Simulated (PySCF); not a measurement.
Ge(F)(Cl)(OH)2 (ClFGeH2O2), SMILES [OH][Ge]([OH])([F])[Cl].

The structure is a stationary point at B3LYP-D3(BJ)/def2-SVP. This is a generated structure with no PubChem entry under its InChIKey; it may be hypothetical. The values are those of a single conformer.

The numbers are results of PySCF with TDDFT-PBE0/def2-SVPD, not measurements.

Vertical excitations. Gas-phase values at a fixed geometry.

Q: Estimate the UV-visible absorptions. (An estimate is asked for; the answer gives what the named calculation found.)

A: 
| state | energy (eV) | λ (nm) | f | main pairs |
|---|---|---|---|---|
| S1 | 6.87 | 180 | 0.014 | HOMO→LUMO 95 % |
| S2 | 6.95 | 178 | 0.016 | HOMO−1→LUMO 93 % |
| S3 | 7.27 | 171 | 0.012 | HOMO−2→LUMO 95 % |
| S4 | 7.59 | 163 | 0.090 | HOMO−3→LUMO 95 % |
| S5 | 8.32 | 149 | 0.132 | HOMO−4→LUMO 89 % |
| S6 | 8.45 | 147 | 0.078 | HOMO−5→LUMO 91 % |
| S7 | 8.85 | 140 | 0.000 | HOMO→LUMO+1 73 % |
| S8 | 9.02 | 137 | 0.003 | HOMO−1→LUMO+2 39 %, HOMO−2→LUMO+2 20 %, HOMO→LUMO+2 12 %, HOMO−1→LUMO+1 10 % |
| S9 | 9.08 | 137 | 0.040 | HOMO−6→LUMO 50 %, HOMO−1→LUMO+1 29 % |
| S10 | 9.12 | 136 | 0.033 | HOMO−1→LUMO+1 43 %, HOMO−6→LUMO 25 %, HOMO→LUMO+2 13 % |
| T1 | 6.38 | 194 | 0 | HOMO→LUMO 91 % |
| T2 | 6.46 | 192 | 0 | HOMO−1→LUMO 91 % |
| T3 | 6.80 | 182 | 0 | HOMO−2→LUMO 92 % |
| T4 | 6.94 | 179 | 0 | HOMO−3→LUMO 91 % |
Triplets are in the Tamm–Dancoff approximation, which puts them higher than full response would, so one can lie above its singlet here.
